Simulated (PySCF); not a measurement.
## Worked example: dipole moment from atomic charges

MoOBr3, SMILES [O]=[Mo]([Br])([Br])[Br] (connectivity only; charge and spin as stated), neutral, multiplicity 2. Atoms are numbered in the order given.

```xyz
5

Mo    -0.0826    -0.5182     0.0000
O      0.1173    -2.1624     0.0000
Br    -2.3301     0.3778     0.0000
Br     1.2013     0.3692    -1.8497
Br     1.2013     0.3692     1.8497
```
Charge 0, spin multiplicity 2.

Geometry optimised at B3LYP-D3(BJ)/def2-SVP. The spin state was assumed, not searched. The def2 effective core potentials stand for the cores of Mo; spin–orbit coupling is left out.

Charges (e) from PySCF with PBE/def2-TZVP:

```tsv
atom	Mulliken	ESP fit
Mo1	1.099	0.233
O2	-0.400	-0.113
Br3	-0.253	-0.005
Br4	-0.223	-0.057
Br5	-0.223	-0.057
```

The dipole moment of the full density is 0.83 D.

Question: What dipole moment does each set of point charges give, and which comes closer to that of the density?

Answer: 
μ = Σ q r, and 1 e Å = 4.8032 D.
Mulliken: Σ q r = (-0.084, 0.035, 0.000) e Å, |μ| = 0.44 D.
ESP fit: Σ q r = (-0.158, 0.080, 0.000) e Å, |μ| = 0.85 D.
ESP fit comes closer in size. Point charges leave out the atoms' own dipoles (lone pairs, polarised bonds); fits to the potential absorb them, partitions of the density don't.
